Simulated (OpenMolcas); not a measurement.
**Ge2+: effect of the basis set**

```yaml
Program: OpenMolcas
Method: "MS-CASPT2, IPEA 0.25 Eh, imaginary shift 0.1 Eh (closed shells correlated: 3d)"
Active_space: 2 electrons in 8 orbitals (4s 4p 5s 5p)
State_averaging: 2S+1 = 3 even, 3 roots; 2S+1 = 1 even, 7 roots; 2S+1 = 3 odd, 3 roots; 2S+1 = 1 odd, 3 roots
Spin-orbit_coupling: state interaction with AMFI integrals over the reference wave functions, term energies averaged over their components
```

A. ANO-RCC-VTZP [6s5p3d1f], DKH2, point nucleus; CASPT2 step of the order of 2.5 core-seconds
B. ANO-RCC-VQZP [7s6p4d2f1g], DKH2, point nucleus; CASPT2 step about 6 core-seconds
C. ANO-R2 [6s5p4d3f1g], X2C, finite nucleus; CASPT2 step roughly 6 core-seconds
D. ANO-RCC [10s9p8d5f2g], DKH2, point nucleus; CASPT2 step of the order of 19 core-seconds

Energies in cm⁻¹ above 4s² ¹S₀, the measured ground level; measured values from Sugar and Musgrove, J. Phys. Chem. Ref. Data 22, 1213 (1993).

```
     Level      A      B      C      D  Measured
   4s² ¹S₀    0.0    0.0    0.0    0.0       0.0
4s 4p ³P°₀  60460  60810  60560  60950     61734
4s 4p ³P°₁  61110  61470  61210  61610     62500
4s 4p ³P°₂  62490  62870  62590  63010     64144
4s 4p ¹P°₁  93180  92040  91670  91470     91873
```

Deviations, from unrounded energies. A percentage is the sum of absolute deviations over the sum of measured energies, with the sign that they share, or ± where signs differ.

```
           Against measurement  Levels     A     B     C     D
mean absolute deviation (cm-1)       4  1400   850  1100   800
      other configurations (%)       4  ±2.0  ±1.2  -1.5  -1.1
```

D lies closest to measurement on these levels and A furthest from it. The largest miss of D in the table is 4s 4p ³P°₂, by -1100 cm-1. The ranking rests on the paired levels alone, and a cruder setting can come out closer through cancelling errors.

Among A to D the level of the table that moves most is 4s 4p ¹P°₁, by 1700 cm-1 (lowest in D, highest in A). Moves below CASPT2's spread within the term are not significant.

Over all roots computed the reference weight is 0.90 to 0.97 in A, 0.89 to 0.96 in B, 0.89 to 0.97 in C, 0.89 to 0.96 in D; the roots of lowest weight are the least certain, and an intruder state may touch them. The run also gave levels led by 4s 5s, which use shells meant for correlation; these and all levels above them are left out. Computed and measured levels are paired by configuration, term and J; levels that our copy of the source lacks, or whose pairing is in doubt (as where it misses far off the trend of its configuration), stay unpaired and out of the deviations. Levels of configurations outside the active space are missing. Levels that lie high or do not pair safely by name in every column are left out.

° marks odd parity.
